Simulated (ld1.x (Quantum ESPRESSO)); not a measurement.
## Logarithmic derivatives: erbium, RRKJ

ld1.x (Quantum ESPRESSO) 7.5 input, shortened:

```
&input
   title='Er', zed=68., rel=1, dft='PBE', iswitch=3,
   config='[Xe] 4f11 5d1 6s2 6p0'
 /
 &inputp
   pseudotype=2, tm=.false., rho0=0.001, lloc=0,
   nlcc=.false.
 /
4
6P  2  1   0.00   0.00  4.50  4.50  0.0
5D  3  2   1.00   0.00  3.05  3.05  0.0
4F  4  3  11.00   0.00  1.10  1.10  0.0
6S  1  0   2.00   0.00  2.55  2.55  0.0
 &test
   configts(1)='4f11 5d1 6s2 6p0'
 /
```

The phase is arctan(r·u′/u) with u = r·R(r), unwrapped; energies in Ry, scanned from -3 to 5 Ry. A pole is an energy at which the radial function vanishes at the test radius. The pseudo phase is shifted by a multiple of π to meet the all-electron one at the reference energy, and phase errors are pseudo minus all-electron; the curves can meet again beyond the range given. Levels narrower than the energy grid can be missing from the lists of poles. Where the grid stepped over a known ghost or core level, its pole and its step of π were put in at the level’s energy.

```csv
channel,radius (bohr),reference energy (Ry),"poles, all-electron","poles, pseudo",unbroken range about the reference energy with phases within 0.05 rad,phase error 1 Ry above the reference energy (rad)
s,4.89,-0.32,"-0.08, 2.08","-0.08, 1.60, 3.23",below 0.5,-0.191
p,4.89,-0.10,"-2.19, 0.43, 2.79","0.42, 2.53, 4.87",-2.2 to 1.1,-0.015
d,4.89,-0.15,"-0.07, 1.44, 4.08","-0.07, 1.54, 4.73",below 0.4,+0.051
f,4.89,-0.70,"1.23, 3.18","1.43, 4.23",below 0.3,+0.033
```

Phases in the s channel:

```json
{"E (Ry)": "-3.00", "all-electron": "1.446", "pseudo": "1.446"}
{"E (Ry)": "-2.76", "all-electron": "1.439", "pseudo": "1.439"}
{"E (Ry)": "-2.52", "all-electron": "1.432", "pseudo": "1.432"}
{"E (Ry)": "-2.28", "all-electron": "1.424", "pseudo": "1.424"}
{"E (Ry)": "-2.04", "all-electron": "1.413", "pseudo": "1.413"}
{"E (Ry)": "-1.80", "all-electron": "1.400", "pseudo": "1.400"}
{"E (Ry)": "-1.56", "all-electron": "1.383", "pseudo": "1.383"}
{"E (Ry)": "-1.32", "all-electron": "1.359", "pseudo": "1.359"}
{"E (Ry)": "-1.08", "all-electron": "1.322", "pseudo": "1.322"}
{"E (Ry)": "-0.84", "all-electron": "1.252", "pseudo": "1.251"}
{"E (Ry)": "-0.60", "all-electron": "1.042", "pseudo": "1.040"}
{"E (Ry)": "-0.36", "all-electron": "-0.774", "pseudo": "-0.774"}
{"E (Ry)": "-0.12", "all-electron": "-1.537", "pseudo": "-1.538"}
{"E (Ry)": "0.12", "all-electron": "-1.690", "pseudo": "-1.695"}
{"E (Ry)": "0.36", "all-electron": "-1.813", "pseudo": "-1.829"}
{"E (Ry)": "0.60", "all-electron": "-2.036", "pseudo": "-2.128"}
{"E (Ry)": "0.84", "all-electron": "-2.950", "pseudo": "-3.613"}
{"E (Ry)": "1.08", "all-electron": "-4.216", "pseudo": "-4.429"}
{"E (Ry)": "1.32", "all-electron": "-4.500", "pseudo": "-4.609"}
{"E (Ry)": "1.56", "all-electron": "-4.605", "pseudo": "-4.701"}
{"E (Ry)": "1.80", "all-electron": "-4.664", "pseudo": "-4.781"}
{"E (Ry)": "2.04", "all-electron": "-4.706", "pseudo": "-4.921"}
{"E (Ry)": "2.28", "all-electron": "-4.740", "pseudo": "-6.092"}
{"E (Ry)": "2.52", "all-electron": "-4.774", "pseudo": "-7.613"}
{"E (Ry)": "2.76", "all-electron": "-4.814", "pseudo": "-7.758"}
{"E (Ry)": "3.00", "all-electron": "-4.871", "pseudo": "-7.817"}
{"E (Ry)": "3.24", "all-electron": "-4.979", "pseudo": "-7.855"}
{"E (Ry)": "3.48", "all-electron": "-5.318", "pseudo": "-7.887"}
{"E (Ry)": "3.72", "all-electron": "-6.902", "pseudo": "-7.921"}
{"E (Ry)": "3.96", "all-electron": "-7.534", "pseudo": "-7.964"}
{"E (Ry)": "4.20", "all-electron": "-7.681", "pseudo": "-8.037"}
{"E (Ry)": "4.44", "all-electron": "-7.746", "pseudo": "-8.224"}
{"E (Ry)": "4.68", "all-electron": "-7.784", "pseudo": "-9.402"}
{"E (Ry)": "4.92", "all-electron": "-7.811", "pseudo": "-10.628"}
```
